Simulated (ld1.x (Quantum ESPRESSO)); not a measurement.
# Xe: variants of one TM potential

Base potential:

Xe (Z = 54), norm-conserving Troullier–Martins (Kleinman–Bylander form), made with ld1.x (Quantum ESPRESSO) 7.5 (Wu–Cohen, scalar-relativistic). Core [Kr], reference 4d10 5s2 5p6. Waves: 5s (bound): rc 1.35 bohr; 5p (bound): rc 2.10 bohr; 4d (bound): rc 1.05 bohr. Local part: the d channel. Core correction: Bessel-smoothed model core, default radius (core density twice the valence density).

Cutoffs, loose and tight: the cutoffs (Ry, on a coarse ladder) from which the occupation-weighted sum of valence levels, in a spherical-Bessel basis at the reference potential, stays within 10 and 1 mRy of its value at 400 Ry. They do not see the model core or the augmentation charge, which bear on the density cutoff. Test errors are all-electron minus pseudo excitation energies from the reference, over the configurations 4d10 5s2 5p5; 4d10 5s2 5p4; 4d10 5s2 5p3; 4d9 5s2 5p6; 4d10 5s1 5p6; 4d10 5s2 5p2; 4d10 5s2 5p5.5. A dash means not determined; rows that change the core or the reference have their own tests. The largest error is taken over the tests solved by every variant that gives reliable tests at all: 4d10 5s1 5p6; 4d10 5s2 5p3; 4d10 5s2 5p4; 4d10 5s2 5p5; 4d10 5s2 5p5.5.

A true bound ghost makes a file unfit for plane-wave use even where its test errors are small: the radial tests pick states by their node count and pass the ghost by. Where a test does run into it, the solver fails or the error is huge.

The default core radius of the base comes out at 0.53 bohr.

On the changes marked as counting shells twice: ld1.x takes every shell without a wave as core, so the model core holds the marked electrons as well and exchange and correlation see them twice. This cancels in the reference configuration, but the file is broken for other ones, and its errors say nothing about a proper core correction.

| change | outcome | cutoff, loose | cutoff, tight | bound ghosts | largest test error (meV) |
| --- | --- | --- | --- | --- | --- |
| base | generated | 140 Ry | 230 Ry | s, p | +12 |
| all radii but the core radius scaled by about 1.18 (s 1.58, p 2.48, d 1.24 bohr) | generated | 120 Ry | 200 Ry | s, p | -9.3 |
| wave 5s (bound): rc 1.35 bohr becomes 5s (bound): rc 1.40 bohr | generated | 140 Ry | 230 Ry | s, p | +13 |
| wave 4d (bound): rc 1.05 bohr becomes 4d (bound): rc 1.60 bohr | generated | 100 Ry | 180 Ry | s, p | -11 |
| core correction Bessel-smoothed model core inside 1.08 bohr | generated | 140 Ry | 230 Ry | s, p | +12 |
| core [Ar] 3d10, valence charge 26; reference 4s2 4p6 4d10 5s2 5p6; waves now 4p (bound): rc 1.00 bohr; 4d (bound): rc 1.10 bohr; 4s (bound): rc 1.00 bohr; local potential the s channel; core correction a·sin(br)/r model core inside 0.50 bohr (5p, 5s counted twice) | generated, misses its reference levels by 2.85 eV | 230 Ry | 300 Ry | none | -5633 |

(1) What comes out with this change to the base: local potential all-electron potential smoothed inside 1.15 bohr (lloc = -1)?

Answers

(1) outcome: generated; cutoff, loose: 140 Ry; cutoff, tight: 230 Ry; bound ghosts: s, p; largest test error (meV): -10.
